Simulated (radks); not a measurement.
The nuclear charge of neutral rhodium is varied continuously with 45 electrons held in [Kr] 4d8 5s1. All-electron calculation, Dirac Kohn-Sham, PBE, spin-unpolarised, spherical densities, finite nucleus; open shells are shared between the two j in proportion to 2j + 1; Fermi nuclear charge, rms radius 4.4945 fm. Program: a radial shooting solver on a logarithmic mesh with Libxc functionals. By the Hellmann-Feynman theorem dE/dZ = E(electron-nucleus)/Z, the electronic potential at the nucleus (averaged over a nucleus of fixed radius).

Z,E (hartree),E(electron-nucleus)/Z (hartree),HOMO,e(HOMO) (eV),<r> HOMO (bohr)
44.8,-4733.61571,-255.830,5s1/2,-2.950,3.462
45,-4784.94109,-257.424,5s1/2,-4.301,3.307
45.2,-4836.58518,-259.017,5s1/2,-5.754,3.174
45.4,-4888.54766,-260.608,5s1/2,-7.300,3.059
45.6,-4940.82832,-262.198,5s1/2,-8.935,2.957
45.8,-4993.42701,-263.788,5s1/2,-10.654,2.865
46,-5046.34362,-265.378,5s1/2,-12.451,2.782

The central difference of E at Z = 45 is -257.424 hartree, to compare with the third column; the second derivative is -7.97 hartree.
